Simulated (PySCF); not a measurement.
A PySCF script (with the pyscf-properties extension) for the NMR shieldings of SMILES O=CN[C@@H]1C=COC=C1F, C6H6FNO2, on a GFN2-xTB geometry:

```python
import basis_set_exchange as bse
import numpy as np
from pyscf import gto, dft
from pyscf.prop import nmr

atoms = """
O     1.755427   -2.577460   -0.746867
C     2.071330   -1.666475   -0.027485
N     1.295396   -0.605449    0.270690
C    -0.068856   -0.473482   -0.240467
C    -0.177308    0.693823   -1.184729
C    -0.867777    1.788427   -0.889945
O    -1.616245    1.967420    0.229506
C    -1.692489    0.908057    1.073570
C    -1.032275   -0.229860    0.882514
F    -1.188887   -1.240714    1.764591
H     3.057681   -1.605045    0.468694
H     1.640113    0.123811    0.874586
H    -0.266196   -1.430327   -0.743228
H     0.374285    0.631454   -2.107031
H    -0.926119    2.651094   -1.535912
H    -2.365678    1.073668    1.900103
"""
names = dict.fromkeys(["O", "C", "N", "F", "H"], "pcSseg-1")
basis = {el: gto.basis.parse(bse.get_basis(n, elements=[el], fmt="nwchem")) for el, n in names.items()}
mol = gto.M(atom=atoms, basis=basis, charge=0, verbose=0)
mf = dft.RKS(mol, xc="PBE0")
mf.grids.level = 2
mf.grids.alignment = dft.numint.BLKSIZE   # the property module wants whole blocks of grid points
mf.conv_tol = 1e-9
mf.kernel()

calc = nmr.RKS(mf)   # GIAO
C = mf.mo_coeff
Co = C[:, mf.mo_occ > 0]
resp = mf.gen_response(singlet=True, hermi=2)
def vind(x):   # induced exchange potential for any number of trial vectors
    d = np.einsum("pi,xij,qj->xpq", C, 2 * x.reshape(-1, C.shape[1], Co.shape[1]), Co, optimize=True)
    return np.einsum("xpq,pi,qj->xij", resp(d - d.transpose(0, 2, 1)), C, Co, optimize=True).ravel()
mo1, _ = nmr.rhf.solve_mo1(calc, with_cphf=vind)
sigma = calc.kernel(mo1)
for i, s in enumerate(sigma):   # ppm
    w = np.linalg.eigvalsh((s + s.T) / 2)
    print("%2d %-2s iso %8.1f  s11 %8.1f  s22 %8.1f  s33 %8.1f" % (i, mol.atom_pure_symbol(i), w.mean(), *w))
```

Problem. Give the expected output.

Solution. 
```
 0 O  iso    -72.2  s11   -374.7  s22   -189.8  s33    347.7
 1 C  iso     27.5  s11    -68.9  s22     56.2  s33     95.2
 2 N  iso     98.2  s11    -28.2  s22    118.1  s33    204.8
 3 C  iso    145.6  s11    116.4  s22    155.7  s33    164.6
 4 C  iso     76.7  s11    -22.1  s22     98.1  s33    154.3
 5 C  iso     38.0  s11    -62.1  s22     63.3  s33    112.8
 6 O  iso    176.6  s11     57.6  s22    152.0  s33    320.3
 7 C  iso     49.5  s11    -32.8  s22     68.6  s33    112.7
 8 C  iso     29.3  s11    -48.9  s22     55.0  s33     81.8
 9 F  iso    334.4  s11    276.8  s22    340.6  s33    385.8
10 H  iso     23.5  s11     19.5  s22     23.3  s33     27.8
11 H  iso     27.1  s11     24.3  s22     27.9  s33     29.1
12 H  iso     25.6  s11     21.9  s22     24.9  s33     29.9
13 H  iso     26.4  s11     23.9  s22     26.7  s33     28.8
14 H  iso     25.0  s11     21.9  s22     25.6  s33     27.5
15 H  iso     24.5  s11     21.9  s22     24.6  s33     27.0
```

These numbers come from an equivalent density-fitted implementation of the same equations, which agrees with the script to about 0.01 ppm for H and up to a few tenths of a ppm for heavy atoms, so last digits may differ.

Problem. Turn these shieldings into chemical shifts. δ = σ(ref) − σ, references computed at the same level: ¹⁷O (336.08 ppm) vs H2O; ¹³C (186.93 ppm), ¹H (31.72 ppm) against TMS; NH3 for ¹⁵N (267.73 ppm); ¹⁹F (170.95 ppm) vs CFCl3.

Solution. Averaging equivalent atoms: O 0: 408.3; O 6: 159.5; C 1: 159.4; C 8: 157.6; C 5: 148.9; C 7: 137.4; C 4: 110.2; C 3: 41.4; N 2: 169.5; F 9: -163.5; H 10: 8.21; H 15: 7.22; H 14: 6.73; H 12: 6.13; H 13: 5.28; H 11: 4.61 ppm. Unscaled 19F shifts against computed CFCl3 carry errors that often reach 10 to 50 ppm. Unscaled 17O shifts of doubly bonded oxygen tend to come out too high, by tens of ppm or more. Experimental scales use liquid or dissolved standards, which lie at an offset from isolated NH3 (liquid NH3: subtract about 20 ppm) and H2O (liquid H2O: subtract about 36 ppm). Unscaled 15N shifts of sp2 nitrogen come out 20 to 40 ppm too high even then.

Size and cost of the density-fitted run: 200 basis functions, 32 s wall time on 1 thread of an Arm Neoverse V1, shared host; peak memory 0.9 GiB.
